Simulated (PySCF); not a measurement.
## Two-component Hartree-Fock for Au⁴³⁺ (gold, charge +43)

Start: [Kr]. Calculated with PySCF 2.14 in an uncontracted even-tempered set (16 s from 5.5 bohr⁻², ratio 2.8; 14 p from 7.2 bohr⁻², ratio 2.8; 8 d from 13 bohr⁻², ratio 2.8; 4 f from 35 bohr⁻², ratio 3): generalised Hartree-Fock with the X2C-1e Hamiltonian and a Gaussian nucleus; one run each with spin-orbit coupling (SO) switched off, then screened by Boettger's factors.

| spinor shell | electrons | ε, spin-free (eV) | ε, screened SO (eV) | weight of nominal j (screened SO) | rms radius, screened SO (bohr) |
| --- | --- | --- | --- | --- | --- |
| 1s1/2 | 2 | -83260.9 | -83229.8 | 1.000 | 0.0190 |
| 2s1/2 | 2 | -16557.0 | -16547.0 | 1.000 | 0.0768 |
| 2p1/2 | 2 | -14609.3 | -15932.8 | 1.000 | 0.0650 |
| 2p3/2 | 4 | -14609.3 | -14089.6 | 1.000 | 0.0730 |
| 3s1/2 | 2 | -5490.5 | -5487.0 | 1.000 | 0.194 |
| 3p1/2 | 2 | -4911.7 | -5216.5 | 1.000 | 0.185 |
| 3p3/2 | 4 | -4911.7 | -4788.9 | 1.000 | 0.201 |
| 3d3/2 | 4 | -4300.3 | -4353.6 | 1.000 | 0.175 |
| 3d5/2 | 6 | -4300.3 | -4262.1 | 1.000 | 0.179 |
| 4s1/2 | 2 | -2511.0 | -2509.8 | 1.000 | 0.408 |
| 4p1/2 | 2 | -2294.6 | -2390.8 | 1.000 | 0.402 |
| 4p3/2 | 4 | -2294.6 | -2255.6 | 1.000 | 0.426 |

```
   quantity     spin-free   screened SO
E (hartree)  -17780.63086  -17810.35082
        M_J             0             0
       ⟨J²⟩         0.000         0.000
       ⟨L²⟩         0.000         0.108
       ⟨S²⟩         0.000         0.108
```

Breit and QED terms are absent; they matter most for the inner s and p1/2 levels.

Densities and radii are taken from the X2C orbitals without a picture-change correction, which distorts them close to the nucleus.

Without spin-orbit coupling the j labels of p, d and f shells carry no meaning; the spin-free column gives the mean over the occupied spinors of each nl shell.
